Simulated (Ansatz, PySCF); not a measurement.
This PySCF input computes a SVWN5/def2-TZVPD energy:

```python
from pyscf import gto, scf, dft

mol = gto.M(
    atom='''
    Al   -0.00121496   -0.01498404    1.29421651
    Al    0.00121496    0.01498404   -1.29421651
    H     1.34717406   -0.03150224    2.13754455
    H    -1.35118512   -0.01796590    2.13516815
    H     0.00875948    1.37382376   -2.12073067
    H    -0.00474843   -1.32435563   -2.15198203
    ''',
    basis='def2-tzvpd',
    charge=0,
    spin=0,
    verbose=4,
)

mf = dft.RKS(mol, xc='svwn').density_fit(auxbasis='def2-universal-jkfit')
mf.grids.level = 3
mf.conv_tol = 1e-9
mf.max_cycle = 100
mf.max_memory = 1500
mf.kernel()
if not mf.converged:
    mf = mf.newton()
    mf.kernel(mf.make_rdm1())
mf.analyze()
```

Q: Write an input for the same energy in Ansatz (a first-principles code) and say what it gives.

A: 
Ansatz 0.2 input:
```yaml
crystal:
  periodic: [false, false, false]
  atoms:
    - {symbol: Al, position_ang: [-0.00121496, -0.01498404, 1.29421651]}
    - {symbol: Al, position_ang: [0.00121496, 0.01498404, -1.29421651]}
    - {symbol: H, position_ang: [1.34717406, -0.03150224, 2.13754455]}
    - {symbol: H, position_ang: [-1.35118512, -0.01796590, 2.13516815]}
    - {symbol: H, position_ang: [0.00875948, 1.37382376, -2.12073067]}
    - {symbol: H, position_ang: [-0.00474843, -1.32435563, -2.15198203]}
basis:
  gaussian:
    orbitals: def2-TZVPD
hamiltonian:
  xc: {name: SVWN5}
output: {forces: true}
```
It gives -485.07220 Eh, and PySCF -485.07226 Eh, a difference of 0.06 mEh, from the treatment of integrals and grids.
